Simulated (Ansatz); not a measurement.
**Reading a saddle point**

A first-order saddle point of BSi2NH7Cl3, singlet, PBE0-D4/def2-TZVP, with one imaginary mode of 993i cm⁻¹:

B1  (-0.642, -0.468, -1.313)
Cl2  (1.022, 0.968, -2.412)
Cl3  (-0.264, -2.091, -1.879)
Cl4  (-2.193, 0.230, -1.763)
H5  (0.751, 0.667, -0.890)
N6  (0.037, 0.033, -0.062)
Si7  (-0.853, 1.254, 0.910)
Si8  (1.116, -1.120, 0.794)
H9  (0.042, 1.577, 2.045)
H10  (-1.083, 2.446, 0.071)
H11  (-2.113, 0.661, 1.407)
H12  (2.205, -1.512, -0.121)
H13  (1.650, -0.368, 1.952)
H14  (0.324, -2.278, 1.260)
(Å)

Computed with Ansatz 0.2.0 (basis: def2-TZVPP and def2-QZVPP); correlated methods freeze the cores. Extrapolation: Hartree–Fock as exp(−7.88 √X), correlation as X^−2.97.

(1) Which contacts change along the imaginary mode, and what lies on either side? (Judge from chemistry; the calculation decides.)

(2) Which side is lower, and how far does the saddle lie above each? (An estimate is asked for; the value comes from the calculation.)

No T1 diagnostic of these runs exceeds 0.012.

## Answers

(1) The calculation gives: The step is Si₂NH₇ ([SiH3][NH][SiH3]) + BCl₃ ([Cl][B]([Cl])[Cl]) → BSi₂NH₆Cl₂ ([SiH3][N]([SiH3])[B]([Cl])[Cl]) + HCl, with the molecules in contact on both sides. Shortening one way: B1–N6, Cl2–H5; lengthening the same way: B1–Cl2, H5–N6.
| pair | one side (Å) | saddle (Å) | other side (Å) |
| --- | --- | --- | --- |
| B1–N6 | 1.61 | 1.51 | 1.41 |
| Cl2–H5 | 2.68 | 1.58 | 1.29 |
| B1–Cl2 | 1.83 | 2.46 | 3.91 |
| H5–N6 | 1.02 | 1.26 | 2.28 |

(2) The calculation gives: The side with B1–Cl2, H5–N6 short is lower by 0.310 eV; the saddle lies 1.290 eV above it and 0.980 eV above the other (CCSD(T) at an estimated basis limit (MP2 extrapolated from triple and quadruple zeta, plus CCSD(T) − MP2 in triple zeta); electronic energies).

The step is the kind of exchange with an N–H group that builds nitride films in atomic layer and chemical vapour deposition. Here a small cluster stands in for the surface site.

Labels in which every atom is bracketed show which atoms are joined, not bond orders.

For scale, one of the runs: CCSD(T)/def2-TZVPP, 370 basis functions, launched by `ansatz run in.yaml --threads 4 --pin off --events-out ev --progress --plain --max-ram 66560MiB --backend cuda --devices 0, --max-vram 37GiB`. The run took 16 s on 4 CPU threads of an AMD EPYC 7R13 and a share of one NVIDIA H100 (shared host), with 0.9 GiB of host memory at its peak.
